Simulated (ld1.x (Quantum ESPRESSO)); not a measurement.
**Ag: TM semilocal pseudisation with BP86, scalar-relativistic reference atom.**

| Item | Value |
| --- | --- |
| Element | silver (Ag) |
| Generator | ld1.x (Quantum ESPRESSO) 7.5 |
| Type | norm-conserving Troullier–Martins (semilocal form) |
| Functional | BP86 |
| Relativity | scalar-relativistic |
| Frozen core | [Ar] 3d10 |
| Valence charge | 19 |
| Reference configuration | 4s2 4p6 4d10 5s1 5p0 |
| Partial waves | 4p (bound): rc 1.30 bohr; 4d (bound): rc 2.08 bohr; 4s (bound): rc 1.34 bohr |
| Local potential | the s channel |
| Core correction | none |

Occupied shells without a wave of their own: 5s. They enter only through the test configuration that unscreens the potential.

Problem. Estimate the cutoffs (Ry, on a coarse ladder) from which the occupation-weighted sum of valence levels, in a spherical-Bessel basis at the reference potential, stays within 10 and 1 mRy of its value at 400 Ry.

Solution. 90 Ry and 140 Ry.

Problem. Which valence shell sets the plane-wave cutoff?

Solution. 4s: its level needs 100 Ry to come within 1 mRy, against 80 Ry for 4p.

Problem. Tests: 4s2 4p6 4d10 5s0 5p0; 4s2 4p6 4d9 5s0 5p0; 4s2 4p6 4d8 5s0 5p0; 4s2 4p6 4d9 5s1 5p0; 4s2 4p6 4d7 5s0 5p0; 4s2 4p6 4d9 5s2 5p0; 4s1 4p6 4d10 5s1 5p0. Which has the largest error in its energy relative to the reference configuration, and how large is it?

Solution. 4s2 4p6 4d7 5s0 5p0, with -3161 meV (all-electron minus pseudo) on +118.18 eV.
